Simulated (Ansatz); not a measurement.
Ansatz (an electronic-structure program) input for C3H8FNSi, SMILES CN[Si@@H](F)C=C, ωB97X-V/def2-SVPD. The structure is a stationary point at ωB97X-D3(BJ)/def2-SVP. The structure was generated by enumeration; whether it is a known compound was not checked. The values are those of a single conformer.

Ansatz 0.2 input:
```yaml
crystal:
  periodic: [false, false, false]
  atoms:
    - {symbol: C, position_ang: [2.62554515, -0.16542969, 0.56253926]}
    - {symbol: C, position_ang: [1.50881463, -0.87182074, 0.34674784]}
    - {symbol: Si, position_ang: [0.01313772, -0.10515387, -0.44707421]}
    - {symbol: F, position_ang: [0.43422056, 1.45741337, -0.72401773]}
    - {symbol: N, position_ang: [-1.33754031, -0.28346289, 0.58676196]}
    - {symbol: C, position_ang: [-2.72714466, -0.11177321, 0.20078214]}
    - {symbol: H, position_ang: [2.69304474, 0.88886299, 0.27006410]}
    - {symbol: H, position_ang: [3.51299367, -0.60289184, 1.03607330]}
    - {symbol: H, position_ang: [1.48426998, -1.92619002, 0.65328904]}
    - {symbol: H, position_ang: [-0.35739039, -0.64936282, -1.77865652]}
    - {symbol: H, position_ang: [-1.17708127, -0.25562274, 1.58854121]}
    - {symbol: H, position_ang: [-3.37417633, -0.87164627, 0.67168422]}
    - {symbol: H, position_ang: [-3.13018060, 0.88548777, 0.45618029]}
    - {symbol: H, position_ang: [-2.82390136, -0.23482099, -0.88972649]}
basis:
  gaussian:
    orbitals: def2-SVPD
hamiltonian:
  xc: {name: wB97X-V}
```

Output:

```
WARN ansatz: RAYON_NUM_THREADS=2 ignored (pool sized by the plan → 2); use --threads N
Functional definition: wB97X-V
integrals: 0.18 GiB planned
1616 factors; their error is unknown
integrals: 0.21 GiB planned
667 factors; integrals over basis functions are off by at most 1.0e-5 eV
mean field: 1.68 GiB planned
mean field evaluation 1: about -15311.7160 eV, gradient 5.0e1 eV
mean field evaluation 2: about -15313.1995 eV, gradient 4.5e1 eV
mean field evaluation 4: about -15316.7458 eV, gradient 1.8e0 eV
mean field evaluation 8: about -15316.7593 eV, gradient 2.5e-2 eV
mean field evaluation 16: about -15316.7668 eV, gradient 9.5e-5 eV
mean field -15316.76675377 eV, -562.8807961236 hartree, gradient 3.0e-5 eV, S^2 0.000000; 0 other end points of the search recorded, 0 dependent functions left out
reference -15316.76675130 eV, -562.8807960329 hartree; 28, 28 occupied and 163, 163 virtual orbitals, 1616 factors
Total energy: -15316.76675130 eV, -562.8807960329 hartree
```

The run converged.

Cost: about 29 core-seconds (a rough figure).
